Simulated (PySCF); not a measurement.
# How the method changes the shape and vibrations of AlBGeH3N

Calculated results; nothing here was measured. They come from PySCF 2.14.0, an open-source quantum chemistry program, on an isolated molecule that a program drew, which may never have been made. The molecule is AlBGeH3N (charge 0, singlet), drawn as the SMILES string `[AlH2][B]=[N][GeH]`.

The geometry was optimised and harmonic frequencies were computed with HF and MP2, all in the cc-pV(D+d)Z basis, for the commonest isotopes, with a restricted reference for singlets and an unrestricted one otherwise, and a frozen core in MP2. Germanium has the cc-pVDZ-PP basis, with a core potential (ECP10MDF) in place of its 10 inner electrons, and its 3s, 3p and 3d shells are frozen in MP2. Each result is a local minimum of its method.

Geometry at the HF minimum:
```xyz
7
AlBGeH3N, angstrom
Al    0.8755   -1.4815   -0.5855
B    -1.2028   -1.4464   -0.1647
N    -2.4322   -1.4468    0.0813
Ge   -4.2024   -1.1912    0.4690
H     1.3702   -1.3148   -2.0731
H     1.9043   -1.6737    0.5935
H    -4.6271   -2.7219    0.3462
```

Lengths of the bonds as drawn, in Å (atoms numbered as above):
| bond | HF | MP2 |
|---|---|---|
| Al1-B2 | 2.121 | 2.101 |
| B2-N3 | 1.254 | 1.287 |
| N3-Ge4 | 1.830 | 1.866 |
| Al1-H5 | 1.577 | 1.578 |
| Al1-H6 | 1.576 | 1.578 |
| Ge4-H7 | 1.593 | 1.597 |

Rotational constants, in GHz:
| constant | HF | MP2 |
|---|---|---|
| A | 77.7 | 76.57 |
| B | 0.8323 | 0.8159 |
| C | 0.8309 | 0.8147 |

Harmonic frequencies in cm^-1, each column in rising order, so a row needn't be the same motion in every method:
| rank | HF | MP2 |
|---|---|---|
| 1 | 73 | 66 |
| 2 | 89 | 82 |
| 3 | 109 | 129 |
| 4 | 265 | 232 |
| 5 | 278 | 239 |
| 6 | 318 | ? |
| 7 | 553 | 527 |
| 8 | 638 | 616 |
| 9 | 679 | 647 |
| 10 | 836 | 788 |
| 11 | 854 | 807 |
| 12 | 1950 | 1823 |
| 13 | 1999 | 1936 |
| 14 | 2006 | 1976 |
| 15 | 2021 | 1983 |

**Estimate the missing MP2 frequency from the HF column.**

A single factor s that minimises the squared misfit of MP2 against s times HF over the other rows is sum(HF x MP2) / sum(HF^2) = 0.9647, with an rms misfit of 25 cm^-1. For rank 6 it gives 0.9647 x 318 = 307 cm^-1. The calculation gives 305 cm^-1, 2 cm^-1 below the estimate. The drawn bonds are on average 0.7 % longer in MP2 than in HF.
